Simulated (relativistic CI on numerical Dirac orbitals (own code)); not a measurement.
## Mn2+ in a cubic cluster: 2p photoemission with charge transfer

Computed with a charge-transfer multiplet model of a cubic metal-ligand cluster with up to one ligand hole, Slater and spin-orbit integrals from Dirac-Coulomb-Breit ions, Slater integrals scaled by 0.8. The ground state mixes d5 with configurations of k ligand holes L, whose averages lie at kΔ + k(k − 1)U_dd/2; a core hole lowers each added d electron by U_cd. 300 K, Lorentzian 0.6 eV and Gaussian 0.8 eV FWHM.

Atomic integrals in eV (Slater integrals scaled, ζ unscaled), ground: F2dd 8.204, F4dd 5.095, zeta_d 0.037; with the core hole: F2dd 9.718, F4dd 6.082, zeta_d 0.060, zeta_core 6.788, F2cd 5.619, G1cd 4.209, G3cd 2.391.

Cluster parameters (eV): Δ = 7.4, U_dd = 6.1, 10Dq = 0.5, 10Dq(ligand) = 1.4, V(eg) = 2.2, V(t2g) = -1.16, final-state hopping factor = 1.

| Case | n_d | d5 | d6L | S |
| --- | --- | --- | --- | --- |
| U_cd = 6.2 eV | 5.11 | 0.89 | 0.11 | 2.50 |
| U_cd = 7.4 eV | 5.11 | 0.89 | 0.11 | 2.50 |
| U_cd = 8.6 eV | 5.11 | 0.89 | 0.11 | 2.50 |

Weights, n_d and S are thermal averages at 300 K. Binding energies count from the first peak over 30 % of the highest in each spectrum, which can be another peak from case to case. The parameters are a model scan and need not match a compound or its usual spin state. Peaks in eV (height, largest 100):
- U_cd = 6.2 eV: 0.0 (100), 1.1 (87), 5.1 (17), 8.3 (12), 11.9 (48), 13.0 (50)
- U_cd = 7.4 eV: 0.0 (100), 1.1 (87), 4.9 (16), 7.9 (16), 11.9 (49), 13.0 (50), 19.8 (5), 20.7 (6)
- U_cd = 8.6 eV: 0.0 (100), 0.9 (86), 4.5 (16), 5.3 (16), 7.5 (22), 8.6 (17), 11.8 (50), 12.9 (49), 19.5 (8), 20.4 (9)

Curve for U_cd = 6.2 eV (points under 2 left out, the grid thinned):

| E (eV) | Intensity |
| --- | --- |
| -3.2 | 2.3 |
| -2.6 | 3.3 |
| -2.1 | 4.9 |
| -1.5 | 9.5 |
| -0.9 | 28.6 |
| -0.4 | 76.1 |
| 0.2 | 94.5 |
| 0.8 | 83.0 |
| 1.3 | 83.4 |
| 1.9 | 64.9 |
| 2.5 | 43.1 |
| 3.0 | 24.5 |
| 3.6 | 14.0 |
| 4.2 | 13.0 |
| 4.8 | 15.8 |
| 5.3 | 16.5 |
| 5.9 | 13.8 |
| 6.5 | 11.5 |
| 7.0 | 10.1 |
| 7.6 | 10.9 |
| 8.2 | 11.9 |
| 8.7 | 11.0 |
| 9.3 | 9.3 |
| 9.9 | 9.9 |
| 10.4 | 12.0 |
| 11.0 | 22.0 |
| 11.6 | 44.4 |
| 12.1 | 47.0 |
| 12.7 | 47.8 |
| 13.3 | 45.4 |
| 13.8 | 26.0 |
| 14.4 | 12.5 |
| 15.0 | 8.8 |
| 15.6 | 8.1 |
| 16.1 | 6.4 |
| 16.7 | 4.6 |
| 17.3 | 3.7 |
| 17.8 | 3.1 |
| 18.4 | 2.4 |
| 19.0 | 2.2 |
| 19.5 | 2.7 |
| 20.1 | 3.1 |
| 20.7 | 3.1 |
| 21.2 | 3.4 |
| 21.8 | 2.1 |

For the case U_cd = 7.4 eV, Δ = 7.4 eV is larger than U_dd = 6.1 eV, the Mott-Hubbard side of the Zaanen-Sawatzky-Allen scheme. With the core hole the configuration with one ligand hole lies at Δ − U_cd = 1.2, 0.0, -1.2 eV from the one without, in the order of the table; where this is negative the screened configuration lies lower, though the effective hopping of about 3.6 eV (from the holes of the mixed ground state) mixes the two strongly wherever it is as large as the gap.

With at most 1 ligand hole the space is cut while the next configuration still counts, so covalency is underestimated, and a final configuration with one more ligand hole, which can lie low, is missing from the spectra.
